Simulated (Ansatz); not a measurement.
Calculated with Ansatz (gas phase, PBE0-D4/def2-TZVP geometries, no zero-point term in ΔE). CCSD(T)/CBS is the MP2 limit (def2-TZVPP, def2-QZVPP) plus CCSD(T) − MP2 in def2-TZVPP, frozen cores. This one scheme is used for every species. Functionals use def2-TZVPP. HSE06 is defined as in plane-wave codes. Each species was taken in one conformer, which may not be the lowest.

Reaction (hydrogenolysis of a B–O bond): `C=[C]([AlH2])BO` + H₂ → `B[C](=C)[AlH2]` + H₂O

| level | ΔE (kJ/mol) |
| --- | --- |
| HSE06-D4 | 122.0 |
| PBE-QIDH | 120.4 |
| revPBE | 120.3 |
| r2SCAN | 130.2 |
| PBE0 | 119.7 |
| r2SCANh | 127.8 |
| BHLYP | 116.3 |
| HF/CBS(def2) | 103.4 |

**Question.** What does CCSD(T)/CBS give? (An estimate is asked.)

**Answer.** The calculation gave: +118.5 kJ/mol. The listed levels differ from it by 3.5, 1.9, 1.8, 11.7, 1.2, 9.3, -2.2, -15.1 kJ/mol.

Largest T1 diagnostic among the species: 0.013.

From BLYP to BHLYP (50 % exact exchange), in def2-TZVPP and without D4, ΔE moves by −7.4 kJ/mol. In def2-TZVPP, CCSD(T) changes the Hartree–Fock value by +17.4 kJ/mol (the triples alone add +4.2 kJ/mol) and MP2 by +20.4 kJ/mol.
